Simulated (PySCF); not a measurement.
C₁₀H₁₁Cl.
Atom-mapped SMILES: `[CH2:1]=[CH:2][CH2:3][C@H:4]([Cl:5])[C:6]1=[CH:7][C:8](=[CH2:9])[C:10]1=[CH2:11]` (hydrogens: H12, H13 on C1; H14 on C2; H15, H16 on C3; H17 on C4; H18 on C7; H19, H20 on C9; H21, H22 on C11)

Computed by this run: PySCF 2.14.0, PBE0-D3(BJ)/def2-SVP geometry optimisation, gas phase; density fitting, grid level 1; the optimiser is geomeTRIC in internal coordinates, started from a GFN2-xTB structure with every atom displaced at random (about 0.01 Å).

Step 2: E = -23041.1783 eV
```
atom  x, y, z in Å  |  force x, y, z in eV/Å
C1      2.9130   -1.6601    0.1185   -0.040  -0.056   0.047
C2      1.9929   -0.7303    0.3803    0.020   0.013  -0.033
C3      2.0343    0.6726   -0.1419   -0.050  -0.041  -0.054
C4      0.8630    0.9597   -1.0915    0.040  -0.012   0.001
Cl5     1.0436    2.6218   -1.7655    0.008   0.008   0.026
C6     -0.4643    0.8141   -0.4425    0.016   0.022   0.011
C7     -1.2333    1.5875    0.3792   -0.009  -0.020  -0.054
C8     -2.2768    0.5498    0.4937   -0.053   0.010   0.002
C9     -3.4460    0.4071    1.1197   -0.010  -0.021  -0.005
C10    -1.4380   -0.3036   -0.4188    0.023   0.006   0.067
C11    -1.5269   -1.5195   -0.9583    0.013  -0.004   0.005
H12     3.7896   -1.4439   -0.5011    0.001   0.013   0.004
H13     2.8263   -2.6735    0.5232    0.013   0.043  -0.028
H14     1.1244   -0.9952    0.9957    0.019   0.006   0.022
H15     2.9715    0.8560   -0.6890    0.010  -0.002   0.018
H16     1.9810    1.3994    0.6860    0.002   0.000   0.007
H17     0.9253    0.2742   -1.9492   -0.014   0.034  -0.033
H18    -1.1301    2.5992    0.7745    0.009  -0.005  -0.006
H19    -4.0250   -0.5136    1.0171   -0.005  -0.001   0.006
H20    -3.8577    1.2017    1.7466    0.011   0.000  -0.003
H21    -2.3930   -2.1579   -0.7686   -0.004   0.007  -0.003
H22    -0.7357   -1.9126   -1.6018   -0.001   0.001   0.003
```

Step 3: E = -23041.1847 eV
```
atom  x, y, z in Å  |  force x, y, z in eV/Å
C1      2.8977   -1.6832    0.0904    0.000   0.231  -0.140
C2      1.9811   -0.7520    0.3597    0.020  -0.009   0.010
C3      2.0284    0.6585   -0.1429    0.062  -0.026   0.021
C4      0.8661    0.9811   -1.0870   -0.063   0.036   0.028
Cl5     1.0603    2.6622   -1.7086    0.022  -0.008   0.023
C6     -0.4639    0.8316   -0.4422   -0.066  -0.059   0.012
C7     -1.2542    1.6074    0.3550   -0.033   0.091  -0.008
C8     -2.2874    0.5589    0.4845    0.069  -0.004  -0.040
C9     -3.4604    0.4117    1.1026    0.046  -0.027  -0.008
C10    -1.4221   -0.2995   -0.3982    0.022  -0.071   0.015
C11    -1.4838   -1.5305   -0.9065    0.015  -0.014  -0.015
H12     3.7663   -1.4583   -0.5376    0.021  -0.006   0.015
H13     2.8167   -2.6958    0.4788   -0.029  -0.174   0.086
H14     1.1195   -1.0181    0.9824   -0.025   0.002   0.024
H15     2.9718    0.8474   -0.6788   -0.014  -0.008   0.013
H16     1.9756    1.3687    0.7000    0.017  -0.009   0.000
H17     0.9238    0.3225   -1.9646   -0.023   0.006  -0.056
H18    -1.1671    2.6293    0.7270    0.000   0.006   0.001
H19    -4.0268   -0.5194    1.0235    0.011   0.004  -0.016
H20    -3.8826    1.2141    1.7094   -0.029   0.042   0.023
H21    -2.3417   -2.1768   -0.7088   -0.012  -0.008  -0.004
H22    -0.6794   -1.9269   -1.5321   -0.012   0.006   0.017
```

Problem. Estimate the geometry and energy of step 4. (The exact step hangs on the optimiser's Hessian estimate; all steps are aligned on step 3, rigid shifts and turns removed.)

Solution. E = -23041.1939 eV, largest force 0.384 eV/Å
```
atom  x, y, z in Å  |  force x, y, z in eV/Å
C1      2.8731   -1.7114    0.0120    0.017   0.305  -0.202
C2      1.9553   -0.7940    0.3203    0.103   0.013  -0.003
C3      2.0153    0.6327   -0.1304    0.114   0.024   0.122
C4      0.8680    1.0192   -1.0648   -0.126   0.053   0.012
Cl5     1.0875    2.7318   -1.5823    0.027  -0.021   0.012
C6     -0.4695    0.8525   -0.4391    0.057  -0.020  -0.037
C7     -1.2939    1.6469    0.3014   -0.079  -0.036  -0.052
C8     -2.2997    0.5740    0.4604    0.027   0.084   0.038
C9     -3.4799    0.4349    1.0658    0.049  -0.099  -0.022
C10    -1.3936   -0.3060   -0.3573    0.026   0.008   0.041
C11    -1.4072   -1.5646   -0.7975    0.000   0.008  -0.028
H12     3.7364   -1.4663   -0.6165   -0.003   0.021   0.017
H13     2.8006   -2.7334    0.3620   -0.049  -0.347   0.155
H14     1.1045   -1.0770    0.9497   -0.035  -0.005  -0.006
H15     2.9685    0.8341   -0.6448   -0.038  -0.015  -0.004
H16     1.9643    1.3045    0.7439    0.013   0.002  -0.018
H17     0.9229    0.4144   -1.9803   -0.006  -0.017  -0.062
H18    -1.2384    2.6890    0.6204   -0.010  -0.017  -0.001
H19    -4.0213   -0.5133    1.0280   -0.013   0.012  -0.007
H20    -3.9272    1.2593    1.6222   -0.046   0.047   0.025
H21    -2.2518   -2.2238   -0.5862   -0.014  -0.010   0.005
H22    -0.5760   -1.9705   -1.3806   -0.014   0.011   0.015
```

The energy changes by -0.0091 eV. The first-order estimate −F·Δx gives -0.0123 eV and the mean of the old and new forces, exact on a quadratic surface, -0.0072 eV. The step makes an angle of 86° with the force vector and moves no atom by more than 0.189 Å.

What follows is the cost of the whole optimisation. On an Intel Xeon Platinum 8259CL at 2.50 GHz with one thread, no GPU (shared host), this took 5.7 min of wall time and 0.96 GiB of memory at its peak.
